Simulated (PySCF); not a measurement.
Point-charge models of `CCP(C)CC(F)(F)F` against its computed dipole.

Coordinates (GFN2-xTB, Å) and charges (e) from the PBE0/pcSseg-1 density (PySCF):

```json
{"atom": "C1", "x": "2.760", "y": "0.198", "z": "-0.154", "Mulliken": "-0.2584", "IAO": "-0.4159", "Hirshfeld": "-0.1193", "ESP-fitted": "-0.2642"}
{"atom": "C2", "x": "1.389", "y": "0.735", "z": "0.231", "Mulliken": "-0.4893", "IAO": "-0.4284", "Hirshfeld": "-0.1100", "ESP-fitted": "+0.0278"}
{"atom": "P3", "x": "0.032", "y": "-0.115", "z": "-0.723", "Mulliken": "+0.3059", "IAO": "+0.5045", "Hirshfeld": "+0.1568", "ESP-fitted": "-0.1247"}
{"atom": "C4", "x": "0.000", "y": "-1.719", "z": "0.196", "Mulliken": "-0.4782", "IAO": "-0.6126", "Hirshfeld": "-0.1693", "ESP-fitted": "-0.4061"}
{"atom": "C5", "x": "-1.373", "y": "0.743", "z": "0.190", "Mulliken": "-0.5047", "IAO": "-0.4898", "Hirshfeld": "-0.1420", "ESP-fitted": "-0.5663"}
{"atom": "C6", "x": "-2.667", "y": "0.440", "z": "-0.511", "Mulliken": "+0.8029", "IAO": "+0.8097", "Hirshfeld": "+0.2524", "ESP-fitted": "+0.8001"}
{"atom": "F7", "x": "-3.727", "y": "1.020", "z": "0.084", "Mulliken": "-0.2771", "IAO": "-0.2908", "Hirshfeld": "-0.1073", "ESP-fitted": "-0.2706"}
{"atom": "F8", "x": "-2.669", "y": "0.866", "z": "-1.781", "Mulliken": "-0.2644", "IAO": "-0.2816", "Hirshfeld": "-0.0964", "ESP-fitted": "-0.2314"}
{"atom": "F9", "x": "-2.942", "y": "-0.874", "z": "-0.552", "Mulliken": "-0.2753", "IAO": "-0.2901", "Hirshfeld": "-0.0871", "ESP-fitted": "-0.2091"}
{"atom": "H10", "x": "2.918", "y": "0.296", "z": "-1.226", "Mulliken": "+0.1255", "IAO": "+0.1453", "Hirshfeld": "+0.0392", "ESP-fitted": "+0.0908"}
{"atom": "H11", "x": "3.543", "y": "0.751", "z": "0.362", "Mulliken": "+0.1255", "IAO": "+0.1469", "Hirshfeld": "+0.0442", "ESP-fitted": "+0.0584"}
{"atom": "H12", "x": "2.856", "y": "-0.853", "z": "0.111", "Mulliken": "+0.1172", "IAO": "+0.1370", "Hirshfeld": "+0.0390", "ESP-fitted": "+0.1000"}
{"atom": "H13", "x": "1.218", "y": "0.620", "z": "1.305", "Mulliken": "+0.1375", "IAO": "+0.1291", "Hirshfeld": "+0.0352", "ESP-fitted": "+0.0446"}
{"atom": "H14", "x": "1.336", "y": "1.799", "z": "-0.012", "Mulliken": "+0.1495", "IAO": "+0.1438", "Hirshfeld": "+0.0402", "ESP-fitted": "+0.0823"}
{"atom": "H15", "x": "0.854", "y": "-2.314", "z": "-0.122", "Mulliken": "+0.1517", "IAO": "+0.1561", "Hirshfeld": "+0.0446", "ESP-fitted": "+0.1578"}
{"atom": "H16", "x": "0.047", "y": "-1.564", "z": "1.273", "Mulliken": "+0.1307", "IAO": "+0.1374", "Hirshfeld": "+0.0392", "ESP-fitted": "+0.1310"}
{"atom": "H17", "x": "-0.906", "y": "-2.265", "z": "-0.060", "Mulliken": "+0.1640", "IAO": "+0.1676", "Hirshfeld": "+0.0385", "ESP-fitted": "+0.1619"}
{"atom": "H18", "x": "-1.452", "y": "0.423", "z": "1.231", "Mulliken": "+0.1640", "IAO": "+0.1591", "Hirshfeld": "+0.0489", "ESP-fitted": "+0.2058"}
{"atom": "H19", "x": "-1.225", "y": "1.824", "z": "0.150", "Mulliken": "+0.1730", "IAO": "+0.1726", "Hirshfeld": "+0.0529", "ESP-fitted": "+0.2118"}
```

Q: Form Σ q r in debye for every column and set it beside the full dipole.

A: The full density gives (2.56, 0.18, 2.11) D, 3.32 D in size; dipole vectors point from the negative to the positive end.

| scheme | μx | μy | μz | size (D) | share of the full size (%) | angle to the full dipole (°) |
| --- | --- | --- | --- | --- | --- | --- |
| Mulliken | 3.68 | -0.35 | 0.73 | 3.77 | 114 | 29 |
| IAO | 3.39 | 0.50 | 0.17 | 3.43 | 103 | 37 |
| Hirshfeld | 1.47 | 0.14 | 0.14 | 1.48 | 45 | 34 |
| ESP-fitted | 2.63 | 0.08 | 2.14 | 3.40 | 102 | 2 |

Q: Which set comes closest?

A: Length of the difference vector: ESP-fitted 0.13 D, Mulliken 1.86 D, IAO 2.14 D, Hirshfeld 2.25 D. Closest: ESP-fitted. ESP charges are fitted to the potential around the molecule, whose slowest-falling term is the dipole's. 

Q: What is left for the Hirshfeld atoms' own dipoles?

A: The shares of the density sum to the whole, so what Σ q r misses lies in dipoles about the nuclei. The atomic dipoles sum to (2.56, 0.18, 2.11) − (1.47, 0.14, 0.14) = (1.09, 0.04, 1.97) D, 2.25 D in size.

Q: With the origin at the mean of the coordinates, (-0.001, 0.000, 0.000) Å, which are the largest single terms, by size, of the Hirshfeld dipole along the direction of the full one?

A: C6 -2.86, F8 +1.45, F7 +1.42, C1 -1.17, F9 +1.11 D; all 19 atoms together +1.23 D. The single terms depend on the origin, their sum doesn't.

Q: Give the size of the full dipole in other units.

A: 3.32 D = 1.306 au = 0.691 e·Å = 11.08 × 10⁻³⁰ C·m.

The structure is a single GFN2-xTB conformer in the gas phase; no vibrational or solvent corrections.

Shape of the structure used: `[CH3:1][CH2:2][P:3]([CH3:4])[CH2:5][C:6]([F:7])([F:8])[F:9]`: C1–C2–P3–C4 76°, C2–P3–C5–C6 171°, P3–C5–C6–F7 180°.
